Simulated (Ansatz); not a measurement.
Input for Ansatz (a program for electronic structure): U-r2SCAN/def2-TZVPP on H3Si (SMILES [SiH3]).

Ansatz 0.2 input:
```yaml
crystal:
  periodic: [false, false, false]
  atoms:
    - {symbol: Si, position_ang: [-0.00186758, 0.00040621, 0.34128953]}
    - {symbol: H, position_ang: [-0.56836443, 1.29135674, -0.11843000]}
    - {symbol: H, position_ang: [1.40362128, -0.15307928, -0.10576373]}
    - {symbol: H, position_ang: [-0.83328926, -1.13868367, -0.11699580]}
basis:
  gaussian:
    orbitals: def2-TZVPP
hamiltonian:
  xc: {name: r2SCAN}
magnetization: {spin_polarized: true, initial_magnetization: 1}
```

Output:

```
WARN ansatz: RAYON_NUM_THREADS=4 ignored (pool sized by the plan → 4); use --threads N
Functional definition: r2SCAN
integrals: 0.01 GiB planned
465 factors; their error is unknown
mean field: 0.25 GiB planned
mean field evaluation 1: about -7923.5813 eV, gradient 8.8e0 eV
mean field evaluation 2: about -7924.0468 eV, gradient 4.7e0 eV
mean field evaluation 4: about -7924.1786 eV, gradient 1.1e-1 eV
mean field evaluation 8: about -7924.1607 eV, gradient 2.1e-2 eV
mean field -7924.16072817 eV, -291.2075355713 hartree, gradient 2.4e-5 eV, S^2 0.755233; 0 other end points of the search recorded, 0 dependent functions left out
reference -7924.16074082 eV, -291.2075360359 hartree; 9, 8 occupied and 75, 76 virtual orbitals, 465 factors
Total energy: -7924.16074082 eV, -291.2075360359 hartree
```

The calculation finished and met its thresholds.

Cost: very roughly 2.1 core-seconds.
